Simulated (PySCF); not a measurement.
# Multinuclear NMR of C5H9FOSi

Atoms are numbered as in `[F:1][C:2]([CH2:3][SiH3:4])=[C:5]1[CH2:6][O:7][CH2:8]1`; H(Xn) means a hydrogen on atom n.

Method: geometry from GFN2-xTB, PBE0/pcSseg-1 with gauge-including orbitals, in PySCF 2.14.0 with density-fitted response routines (gas phase, averaged over atoms made equivalent by symmetry, fast rotation or ring inversion, non-relativistic Hamiltonian, one conformer).

**Question.** Where does ¹⁹F resonate?

**Answer.** 
| atoms | environment | σ (ppm) | δ (ppm) |
| --- | --- | --- | --- |
| F1 | vinylic fluorine | 284.9 | -111.0 |

Shieldings were converted by a linear fit to measured shifts: ¹⁹F: δ = 146.13 − 0.903σ +14.6 on sp3 carbon (rms 6.0 ppm, 223 shifts, 7.0 ppm with the 5 outliers that the fit left out vs CFCl3, solution or neat liquid). A few per cent of atoms miss by over 2 rms, more outside the fitted compound classes.

On a 400 MHz spectrometer ¹⁹F resonates near 376.4 MHz, so 1 ppm is 376.4 Hz.

**Question.** Where does ²⁹Si resonate?

**Answer.** 
```
atoms               environment  σ (ppm)  δ (ppm)
  Si4  silicon bonded to C, 3 H    420.5    -65.7
```

Shieldings were converted by a linear fit to measured shifts: ²⁹Si: δ = 279.94 − 0.822σ (rms 8.9 ppm, 72 shifts, 25.8 ppm with the 6 outliers that the fit left out vs TMS, solution or neat liquid). Occasional misses reach two or three times the rms, and more in compound classes unlike the fitted ones.

On a 600 MHz spectrometer ²⁹Si resonates near 119.2 MHz, so 1 ppm is 119.2 Hz.

**Question.** Predict the ¹⁷O NMR data.

**Answer.** 
```csv
atoms,environment,σ (ppm),δ (ppm)
O7,ether oxygen,339.4,-42.5
```

Shieldings were converted by a linear fit to measured shifts: ¹⁷O (scatter 10.7 ppm rms, 12.2 ppm with the 3 outliers that the fit left out vs liquid water, solution or neat liquid). A few per cent of atoms miss by over 2 rms, more outside the fitted compound classes.

On a 300 MHz spectrometer ¹⁷O resonates near 40.7 MHz, so 1 ppm is 40.7 Hz.
